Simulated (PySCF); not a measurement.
A structure optimised at B3LYP-D3(BJ)/def2-SVP, used in a PySCF frequency run:

```
Sn
C 1 2.1504
H 2 1.0981 1 108.16
H 2 1.0989 3 109.90 1 119.23
H 2 1.0990 3 109.87 4 121.40
C 1 2.1505 2 121.32 3 -176.00
H 6 1.0981 1 108.15 2 -172.44
H 6 1.0989 7 109.92 1 119.18
H 6 1.0990 7 109.86 8 121.41
Cl 1 2.3748 2 107.08 3 60.84
Cl 1 2.3748 2 107.10 3 -52.85
```
Charge 0, spin multiplicity 1.

Problem. Write its SMILES and formula.

Solution. [CH3][Sn]([CH3])([Cl])[Cl], C2H6Cl2Sn

Problem. What are its rotational constants (standard atomic weights)?

Solution. 1.8381, 1.3532, 1.2028 GHz
